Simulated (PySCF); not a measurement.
# Trend along the fourth-period p block: MF cations

HF with triple-zeta basis sets in PySCF, for the lowest determinant that a PBE0 search found; no spin–orbit coupling. De refers to high-spin ground-configuration atoms (the charge goes to the atom of lower measured ionisation energy or higher electron affinity, which is not always the lowest computed limit). A positive dipole points towards F; it is taken about the centre of mass and depends on that origin.

| M | basis | reference | charged atom | state (unpaired electrons) | Re (Å) | ωe (cm⁻¹) | De (eV) | μ (D) |
| --- | --- | --- | --- | --- | --- | --- | --- | --- |
| Ga | def2-TZVPPD | UHF | Ga+ | doublet (σ ↑) | 1.677 | 822 | 0.58 | -4.24 |
| Ge | def2-TZVPPD | RHF | Ge+ | singlet (closed shell) | 1.652 | 866 | 3.76 | -2.93 |
| As | def2-TZVPPD | UHF | As+ | doublet (π ↑) | 1.632 | 905 | 2.57 | -2.48 |

The shortest bond is that of AsF⁺ (1.632 Å), the longest that of GaF⁺ (1.677 Å). GeF⁺ is bound most strongly (3.76 eV) and GaF⁺ least (0.58 eV).

The state changes along the series, so neighbouring rows are not always alike in their bonding.

Spin–orbit coupling is left out. For an ion De counts to the pair picked by the measured ionisation energies or electron affinities, which need not be the lowest pair at this level. Where the molecule has an RHF reference, its open-shell atoms are computed with UHF. Hartree–Fock leaves out correlation, which carries a large part of most bond energies and some tenths to 1 eV of ionisation energies. States were picked by a PBE0 search and need not be the measured ground states.
